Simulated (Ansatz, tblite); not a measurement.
Removing an electron: the cluster Au2S2⁻. Charge -1, multiplicity 2. Geometry: PBE-D4/def2-SVPD. Ansatz, gas phase; energy differences of separate SCF runs; the oxidised species is a triplet (the singlet lies 0.75 eV higher at PBE0-D4/def2-TZVPD).

```xyz
4

Au    2.2524    0.9478   -1.1828
Au   -0.7465   -0.2660    0.3937
S    -2.6546    0.3088    1.4434
S     1.1488   -0.9906   -0.6543
```

In the def2 sets Au takes a core potential; there is no spin–orbit coupling. The xTB rows come from tblite. The structure comes from a short search, and lower isomers may exist.

| level | −HOMO (eV) | vertical IE (eV) | −LUMO (eV) | HOMO–LUMO gap (eV) |
| --- | --- | --- | --- | --- |
| GFN1-xTB | – | 7.77 | – | – |
| GFN2-xTB | – | 7.99 | – | – |
| PBE0-D4/def2-TZVPD | 1.82 | 3.23 | -0.56 | 2.38 |

(1) Estimate the rows for PBE-D4/def2-TZVPD, r2SCAN-D4/def2-TZVPD.

Results:

(1) 
```
               level  −HOMO (eV)  vertical IE (eV)  −LUMO (eV)  HOMO–LUMO gap (eV)
   PBE-D4/def2-TZVPD        0.96              3.24        0.46                0.50
r2SCAN-D4/def2-TZVPD        1.09              3.21        0.20                0.89
```

  HOMO and LUMO are the levels of the spin that leaves or enters (xTB has no such levels and no spin-polarisation term). Other spin states of the ions may lie lower, which would lower the ionisation energy or raise the affinity. Raw xTB energy differences between charge states are shifted by several eV; the methods need an empirical correction for them.
